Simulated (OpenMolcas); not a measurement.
## 3s² 3p⁴ along the 16-electron sequence

* Program: OpenMolcas 26.06
* Method: RASSCF
* Basis: ANO-RCC-VQZP
* Scalar Hamiltonian: DKH2, point nucleus
* Spin-orbit coupling: state interaction with AMFI integrals over the reference wave functions, term energies averaged over their components

Active space for each ion: 4 electrons in 9 orbitals (RAS2 3p; RAS3 3d 4s, at most 1 electron).

Computed levels in cm-1 above ³P₂:

| Level | S | Cl+ | Ar2+ |
| --- | --- | --- | --- |
| ³P₁ | 371 | 647 | 1039 |
| ³P₀ | 545 | 940 | 1492 |
| ¹D₂ | 11729 | 14422 | 16986 |
| ¹S₀ | 28879 | 35417 | 41522 |
| weight of ³P in the lowest level (%) | 100 | 100 | 100 |

Measured, with the error of the calculation in %. Measured levels: S, Cl+ from NIST Handbook of Basic Atomic Spectroscopic Data; Ar2+ from Saloman, J. Phys. Chem. Ref. Data 39, 033101 (2010).

```csv
Level,S,Cl+,Ar2+
³P₁,396 (-6.3),696 (-7.1),1112 (-6.6)
³P₀,574 (-5.1),996 (-5.7),1570 (-5.0)
¹D₂,9239 (+27.0),11654 (+23.8),14010 (+21.2)
¹S₀,22180 (+30.2),27878 (+27.0),33266 (+24.8)
```

The fine-structure level ³P₀ changes by a factor of 2.74 from S to Ar2+. Its fourth root runs 4.83, 5.54, 6.22, with steps per unit of Z of 0.71, 0.68; equal steps would mean a (Z - σ)^4 law with constant σ.

¹D₂ changes by a factor of 1.45 over the same range, with steps per unit of Z of +2690, +2560 cm-1.

With the s shell closed, the reference lacks s² → p² mixing. Without dynamic correlation excited terms often stand tens of per cent too high (terms of higher spin than the ground term too low), and those without a measured partner can miss by more than the paired ones (holds for S; Cl+). Measured partners are found by configuration, term and J. A level has none where our copy of the source lacks it or the pairing is in doubt (some pairs that miss far off the trend of their configuration count as doubtful), and it then counts in no deviation. Levels of configurations outside the active space are missing.
